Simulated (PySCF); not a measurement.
**Relaxation of singlet [AsF2]+**

Computed with PBE0/[As def2-TZVP, F def2-TZVP], no relativity, density fitting, PySCF. A (50,194) grid was used.

A hand-made linear start, of D∞h symmetry, held to at least that symmetry:

```xyz
3
charge 1 multiplicity 1, angstrom
As    0.0000    0.0000    0.0000
F     0.0000    0.0000    1.8130
F     0.0000    0.0000   -1.8130
```

Optimiser trace:
```
step  E − E(last) (kJ/mol)  largest gradient (Eh/bohr)
   0                 23.01                     0.04684
   1                  1.76                     0.01565
   2                  0.09                     0.00344
   3                  0.00                     0.00020
   4                  0.00                     0.00000
```

It ends at D∞h with As–F 1.721 Å (×2); F–As–F 180.0°. A frequency run shows 2 imaginary modes (one degenerate set), down to 315i cm⁻¹, so it is a higher-order saddle point. Other isomers or separated fragments may lie lower.

The relaxation took roughly 15 core-seconds on a shared host.
